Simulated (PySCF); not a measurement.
CH₂F, SMILES [CH2]F (connectivity only; charge and spin as stated), charge +1, multiplicity 1.

Coordinates come from a B3LYP-D3(BJ)/def2-TZVPD optimisation. The spin state was assumed, not searched. The isomer is the one that the SMILES or the coordinates give; other isomers of the formula were not compared.

The numbers are results of PBE0/def2-TZVPD in PySCF, not measurements.

Symmetry labels are those of the subgroup C2v that the program uses (full group C2v).

Computed valence orbital energies around the gap with their symmetry:
```
orbital  symmetry  energy (eV)
-------  --------  -----------
HOMO−7         A1      -685.50
HOMO−6         A1      -292.23
HOMO−5         A1       -45.95
HOMO−4         A1       -29.00
HOMO−3         B2       -25.00
HOMO−2         A1       -24.76
HOMO−1         B1       -23.77
HOMO           B2       -19.91
LUMO           B1       -11.88
LUMO+1         A1        -5.22
LUMO+2         A1        -4.73
LUMO+3         B2        -3.65
```
